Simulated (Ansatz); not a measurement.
This geometry of BCl$_{2}$FH$_{4}$OSi (10 atoms, charge 0, multiplicity 1) is a first-order saddle point.

All numbers below come from RKS PBE-D4/def2-SVP (Ansatz).

```xyz
10
Properties=species:S:1:pos:R:3
B 0.393 -1.250 0.309
F 0.743 -0.438 -0.961
Cl -0.204 -2.871 -0.190
Cl 1.795 -1.202 1.461
Si -0.287 1.156 -0.637
O -0.685 -0.296 0.698
H 0.513 1.972 0.327
H 0.130 1.510 -2.039
H -1.758 1.457 -0.608
H -0.640 -0.038 1.640
```

Question: Which two structures does it join? (They come from a converged band through this point; their orientation in space is the band's.)

Answer: Bonds broken: B1–F2, Si5–O6. Bonds formed: F2–Si5. BCl2FH4OSi becomes BCl2HO + FH3Si.

Initial state:

```xyz
10
Properties=species:S:1:pos:R:3
B 0.706 -1.246 0.223
F 1.682 -0.532 -0.425
Cl -0.086 -2.518 -0.798
Cl 1.147 -1.741 1.944
Si -0.587 1.290 -0.552
O -0.462 -0.106 0.514
H 0.562 2.216 -0.317
H -0.618 0.694 -1.916
H -1.883 1.930 -0.164
H -0.460 0.013 1.490
```

Final state:

```xyz
10
Properties=species:S:1:pos:R:3
B 0.101 -1.567 0.948
F 1.024 0.239 -0.951
Cl -0.839 -2.508 -0.206
Cl 1.692 -2.141 1.481
Si -0.173 1.356 -1.153
O -0.452 -0.438 1.459
H -0.133 2.313 0.003
H 0.125 2.092 -2.428
H -1.492 0.655 -1.246
H 0.146 -0.002 2.094
```

Question: How far does it lie above each of them?

Answer: 56.6 kJ/mol above the first and 58.6 kJ/mol above the second. This is the barrier of this one path; another mechanism may lie lower. The orbitals stay closed-shell, which can raise the energy where a bond breaks towards radicals; this wasn't checked here.

The run took 3.9 min on 2 threads of Arm Neoverse V1, on a shared host, peak memory 0.17 GiB.
